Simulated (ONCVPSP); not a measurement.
# Which change was made? (N, ONCV)

nitrogen, optimised norm-conserving Vanderbilt (ONCV), made with ONCVPSP 4.0.1 (BLYP, scalar-relativistic). Core [He], reference 2s1.5 2p3.5. Waves: 2s: rc 1.00 bohr, ncon 4, nbas 8, qcut 5.6 1/bohr, 1 projector; 2p: rc 2.60 bohr, ncon 4, nbas 7, qcut 6.2 1/bohr, 2 projectors, debl 2.3 Ha; d scattering state at 0.3 Ha: rc 2.30 bohr, ncon 4, nbas 8, qcut 3.7 1/bohr, 1 projector. Local part: polynomial inside 1.00 bohr (lpopt 5, dvloc0 6 Ha). Core correction: none.

Cutoffs, loose and tight: the cutoffs (Ha) at which the residual kinetic energy of the hardest occupied pseudo-wave falls to 1 and 0.1 mHa per electron. They do not see the model core or the augmentation charge, which bear on the density cutoff. Test errors are all-electron minus pseudo excitation energies from the reference, over the configurations 2s2 2p3; 2s2 2p2; 2s2 2p1; 2s1 2p3; variants that change the core or the reference have their own tests.

The base gives: outcome: generated; cutoff, loose: 91 Ha; cutoff, tight: 169 Ha; bound ghosts: none; GHOST(+) flags above zero: none; largest test error (meV): +1469.

Q: After one change the result is: outcome: generated; cutoff, loose: 91 Ha; cutoff, tight: 169 Ha; bound ghosts: none; GHOST(+) flags above zero: none; largest test error (meV): +1061. Which change was it?
A. local potential polynomial inside 1.00 bohr (lpopt 5, dvloc0 -1.5 Ha)
B. p: qcut 8.8
C. s: qcut 6.3; p: qcut 7; d: qcut 4.2

A: B. The others give: s: qcut 6.3; p: qcut 7; d: qcut 4.2 → outcome: generated; cutoff, loose: 47 Ha; cutoff, tight: 160 Ha; bound ghosts: none; GHOST(+) flags above zero: none; largest test error (meV): +1246 | local potential polynomial inside 1.00 bohr (lpopt 5, dvloc0 -1.5 Ha) → outcome: generated; cutoff, loose: 91 Ha; cutoff, tight: 169 Ha; bound ghosts: d; GHOST(+) flags above zero: none; largest test error (meV): +1472.
